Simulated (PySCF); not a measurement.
How methods differ on the electron affinity of In

In⁻ [Kr] 4d10 5s2 5p2 (3P) → In [Kr] 4d10 5s2 5p1 (2P), as a difference of total energies. Computed with PySCF 2.14 in aug-cc-pVTZ-PP with ECP28MDF (6s5p4d2f, 55 functions), with scalar relativity through the core potential. Correlated levels: valence: 4s2 4p6 4d10 frozen. The calculations carry no spin-orbit coupling.

| method | electron affinity (eV) |
| --- | --- |
| UHF | 0.076 |
| LDA | 0.636 |
| PBE | 0.531 |
| PBE0 | 0.489 |
| r2SCAN | 0.560 |
| B3LYP | 0.476 |
| r2SCANh | 0.551 |
| M06 | 0.353 |
| revPBE | 0.486 |
| MP2 (valence) | 0.358 |
| SCS-MP2 (valence) | 0.272 |

Problem. How much does correlation contribute at MP2 (valence)?

Solution. 0.358 − (0.076) = 0.282 eV, measured against UHF.

The reference lies between the lowest fine-structure levels, while these numbers refer to the centres of the terms.

Errors of the correlated levels include the incompleteness of this basis and the frozen core.

In the anion the highest occupied orbital energy is positive at LDA, PBE, PBE0, r2SCAN, B3LYP, r2SCANh, M06, revPBE, a self-interaction effect; the basis confines that electron, and the energy difference can still be sensible.

For comparison: 0.384 eV (measured; photodetachment measurements, as compiled on the Wikipedia data page of electron affinities).
